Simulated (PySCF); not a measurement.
**Continuum solvent and chemical shifts**

Cartesian coordinates in Å; atom numbers follow the order of the lines, from 1:
```xyz
20

F     4.1110   -0.4672    0.0759
C     2.8636   -0.3308   -0.3831
F     2.6301   -1.3343   -1.2286
F     2.8262    0.8075   -1.0935
C     1.8735   -0.3064    0.7563
C     0.4278   -0.1813    0.3420
C    -0.4565   -1.1272    0.7188
Si   -2.3063   -1.1334    0.4211
C    -2.8518    0.5294   -0.2356
C    -1.9944    1.4946   -0.6148
Si   -0.1259    1.3581   -0.6128
H     2.0315   -1.2288    1.3363
H     2.1680    0.5427    1.3957
H    -0.0620   -1.9846    1.2889
H    -3.0061   -1.4433    1.7078
H    -2.6660   -2.2267   -0.5375
H    -3.9308    0.7259   -0.3164
H    -2.4105    2.4401   -0.9948
H     0.3480    1.3154   -2.0284
H     0.4787    2.5661    0.0314
```

GIAO PBE0/pcSseg-1 in PySCF on one PBE0-D3(BJ)/def2-SVP conformer, non-relativistic, equivalent nuclei averaged. Solvents enter as an IEF-PCM continuum (chloroform with ε = 4.7, acetone with ε = 20.5) around the gas-phase geometry. Shifts are referred to CFCl3, TMS computed in the same medium.

Gas phase, δ in ppm: F1/F3/F4 -76.9, C6 157.2, C10 156.1, C7 153.9, C9 152.5, C2 130.6, C5 53.6, Si11 -66.7, Si8 -67.1, H18 7.30, H17 7.24, H14 6.97, H15/H16 4.66, H19/H20 4.63. Dipole moment 2.12 D.

Problem. How does each δ change in the continuum?

Solution. 
```
   atoms                                                environment  Δδ, chloroform  Δδ, acetone
F1/F3/F4                                    fluorine of a CF3 group            +0.3         +0.4
      C6                            fully substituted alkene carbon            +0.8         +1.2
     C10                                                  alkene CH            +1.1         +1.6
      C7                                                  alkene CH            +1.6         +2.2
      C9                                                  alkene CH            +1.8         +2.5
      C2                                                 CF3 carbon            +1.4         +1.8
      C5                                            allylic sp3 CH2            -0.2         -0.2
    Si11           silicon bonded to 2 C, 2 H, in a 6-membered ring            -0.7         -1.0
     Si8           silicon bonded to 2 C, 2 H, in a 6-membered ring            -0.3         -0.5
     H18                                   hydrogen on an alkene CH           +0.12        +0.16
     H17                                   hydrogen on an alkene CH           +0.14        +0.19
     H14                                   hydrogen on an alkene CH           +0.18        +0.26
 H15/H16  hydrogen on a silicon bonded to 2 C, in a 6-membered ring           -0.06        -0.07
 H19/H20  hydrogen on a silicon bonded to 2 C, in a 6-membered ring           -0.07        -0.10
```

Changes are relative to the gas phase. The dipole moment becomes 2.46 D in chloroform, 2.60 D in acetone.

Problem. Which of the listed nuclei move most (in ppm), and what does the model miss?

Solution. C9 (alkene CH, +2.5 ppm) in acetone. A continuum only polarises the solute; specific hydrogen bonds, the anisotropy of aromatic solvents and changes of geometry or conformer are outside it.
